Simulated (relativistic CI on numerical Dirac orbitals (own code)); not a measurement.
## Cr³⁺: resonant inelastic scattering at the L2,3 edge

Computed with this model: Dirac-Coulomb-Breit CI, separate exchange-only KLI orbitals for each configuration, a model potential for QED, valence Slater integrals scaled by 0.9, Kramers-Heisenberg scattering through one core-hole configuration in a parametric crystal field; configurations [Ar] 3d3 → [He] 2s2 2p5 3s2 3p6 3d4; 300 K; core-hole width 0.6 eV; summed over polarisations. Incident energies are the highest absorption maxima for each field (at most a few, so the weaker spin-orbit partner edge can be absent), on the computed scale of the free ion. Intensities are in per cent of the strongest line above 0.02 eV; levels within 1 cm⁻¹ are merged; final levels count from the ground level, the first row holds all elastic scattering, lines under 0.4 are left out and each table stops after 24 rows. The scale of the Slater integrals is a model choice and moves the terms in proportion.

Field parameters in Wybourne normalisation: D3d B²₀ = −7Dσ, B⁴₀ = −14Dq − 21Dτ, B⁴₃ = −14√(10/7) Dq; D4h B²₀ = −7Ds, B⁴₀ = 21(Dq − Dt), B⁴₄ = 21√(5/14) Dq. The field is a parameter set, without covalency.

S is read from ⟨S²⟩ = S(S + 1).

D4h, 10Dq = 7800, Ds = 760, Dt = 230 cm⁻¹:

| Final level (eV) | Degeneracy | Irrep | S | 580.3 eV | 589.3 eV | 590 eV |
| --- | --- | --- | --- | --- | --- | --- |
| 0.000 | 2 | Γ7 | 1.50 | 2249.3 | 526.6 | 709.1 |
| 0.000 | 2 | Γ6 | 1.50 | 264.1 | 27.1 | 16.4 |
| 0.665 | 2 | Γ7 | 1.50 | 100.0 | 24.1 | 57.4 |
| 0.678 | 2 | Γ7 | 1.50 | 35.2 | 32.5 | 57.2 |
| 0.688 | 2 | Γ6 | 1.50 | 34.8 | 26.9 | 42.7 |
| 0.698 | 2 | Γ6 | 1.50 | 19.9 | 22.5 | 74.4 |
| 0.966 | 2 | Γ7 | 1.50 | 28.1 | 15.1 | 41.5 |
| 0.969 | 2 | Γ6 | 1.50 | 23.4 | 30.8 | 55.8 |
| 1.261 | 2 | Γ6 | 1.50 | 31.2 | 49.8 | 60.1 |
| 1.263 | 2 | Γ7 | 1.50 | 12.7 | 35.7 | 52.5 |
| 1.421 | 2 | Γ7 | 1.50 | 15.7 | 46.8 | 36.7 |
| 1.431 | 2 | Γ7 | 1.50 | 14.3 | 26.3 | 44.7 |
| 1.438 | 2 | Γ6 | 1.50 | 11.4 | 16.7 | 42.4 |
| 1.447 | 2 | Γ6 | 1.50 | 19.1 | 12.9 | 34.9 |
| 2.221 | 2 | Γ6 | 0.50 | 16.3 | 45.0 | 65.4 |
| 2.255 | 2 | Γ7 | 0.50 | 14.2 | 43.7 | 61.8 |
| 2.327 | 2 | Γ7 | 0.50 | 9.9 | 56.0 | 63.6 |
| 2.339 | 2 | Γ6 | 0.50 | 7.1 | 63.8 | 78.8 |
| 2.364 | 2 | Γ6 | 0.50 | 10.5 | 63.6 | 52.3 |
| 2.737 | 2 | Γ6 | 0.54 | 3.1 | 42.1 | 36.2 |
| 2.783 | 2 | Γ7 | 0.51 | 10.0 | 24.4 | 37.3 |
| 2.803 | 2 | Γ6 | 0.52 | 14.2 | 28.0 | 62.8 |
| 2.806 | 2 | Γ7 | 1.48 | 16.3 | 16.1 | 20.6 |
| 2.810 | 2 | Γ6 | 1.47 | 11.4 | 20.2 | 16.3 |

D4h, 10Dq = 8750, Ds = -490, Dt = 660 cm⁻¹:

```csv
Final level (eV),Degeneracy,Irrep,S,580.2 eV,586.4 eV,590 eV
0.000,2,Γ7,1.50,2000.9,295.2,530.4
0.002,2,Γ6,1.50,194.0,8.9,24.7
0.358,2,Γ7,1.50,77.3,54.6,37.7
0.367,2,Γ7,1.50,30.6,94.1,48.1
0.372,2,Γ6,1.50,52.3,96.3,43.3
0.378,2,Γ6,1.50,24.9,74.3,40.4
0.843,2,Γ6,1.50,20.7,27.0,31.5
0.844,2,Γ7,1.50,10.0,44.5,21.2
1.062,2,Γ7,1.50,37.2,84.3,31.4
1.079,2,Γ6,1.50,17.7,62.2,27.8
1.114,2,Γ7,1.50,13.5,32.2,35.5
1.143,4,Γ6+Γ7,1.50,13.3,95.1,100.0
1.146,2,Γ6,1.50,13.7,31.0,33.6
2.012,2,Γ6,0.50,7.4,14.9,31.8
2.038,2,Γ7,0.50,11.8,5.1,24.8
2.129,2,Γ6,0.50,4.0,6.7,22.2
2.180,2,Γ7,0.50,7.0,9.7,54.9
2.260,2,Γ6,0.50,9.9,6.0,46.6
2.332,2,Γ6,0.50,5.2,9.5,37.4
2.549,2,Γ7,0.50,11.3,3.2,32.3
2.560,2,Γ6,0.50,10.1,4.3,39.2
2.662,2,Γ6,1.49,15.4,75.9,4.9
2.669,2,Γ6,1.48,9.8,79.5,14.7
2.678,2,Γ7,1.48,9.3,39.1,23.1
```

D3d, 10Dq = 22000, Dσ = -570, Dτ = 340 cm⁻¹:

| Final level (eV) | Degeneracy | Irrep | S | 581.1 eV | 582.2 eV | 588.5 eV |
| --- | --- | --- | --- | --- | --- | --- |
| 0.000 | 2 | Γ4 | 1.50 | 420.1 | 365.0 | 517.0 |
| 0.000 | 2 | Γ5+Γ6 | 1.50 | 26.0 | 25.2 | 49.6 |
| 2.346 | 2 | Γ5+Γ6 | 0.51 | 6.1 | 7.4 | 18.8 |
| 2.350 | 2 | Γ4 | 0.51 | 6.1 | 7.9 | 13.2 |
| 2.446 | 2 | Γ5+Γ6 | 0.50 | 2.1 | 11.7 | 19.8 |
| 2.460 | 2 | Γ4 | 0.51 | 1.6 | 7.4 | 24.1 |
| 2.541 | 2 | Γ4 | 0.50 | 1.9 | 10.7 | 24.2 |
| 2.885 | 2 | Γ4 | 1.50 | 12.9 | 14.1 | 54.3 |
| 2.887 | 2 | Γ5+Γ6 | 1.50 | 12.0 | 17.6 | 79.6 |
| 2.905 | 2 | Γ4 | 1.50 | 13.2 | 18.4 | 100.0 |
| 2.914 | 2 | Γ4 | 1.50 | 9.2 | 10.0 | 60.0 |
| 2.920 | 2 | Γ5+Γ6 | 1.50 | 5.8 | 7.8 | 72.9 |
| 2.926 | 2 | Γ4 | 1.50 | 3.6 | 4.5 | 62.0 |
| 3.454 | 2 | Γ4 | 0.51 | 5.6 | 3.3 | 33.2 |
| 3.656 | 2 | Γ5+Γ6 | 0.51 | 3.7 | 3.4 | 30.0 |
| 3.658 | 2 | Γ4 | 0.51 | 4.3 | 2.4 | 37.0 |
| 3.948 | 2 | Γ4 | 1.50 | 4.9 | 11.2 | 16.1 |
| 3.948 | 2 | Γ5+Γ6 | 1.50 | 4.5 | 11.7 | 19.7 |
| 4.264 | 2 | Γ4 | 1.50 | 2.5 | 7.7 | 27.0 |
| 4.266 | 2 | Γ5+Γ6 | 1.50 | 3.5 | 8.4 | 25.1 |
| 4.268 | 2 | Γ4 | 1.50 | 5.0 | 9.5 | 14.8 |
| 4.270 | 2 | Γ4 | 1.50 | 4.6 | 10.2 | 13.3 |
| 4.858 | 2 | Γ4 | 0.50 | 1.2 | 3.4 | 7.3 |
| 5.217 | 2 | Γ4 | 0.50 | 2.7 | 12.1 | 8.5 |

For the first field the strongest loss at the lowest incident energy is the level at 0.66 eV (S = 1.50, against 1.50 in the thermal ground state). Levels of other spin, the first over 8 % at 2.22 eV, appear because spin-orbit coupling of the core hole, and in heavier ions of the valence shell too, mixes spins.
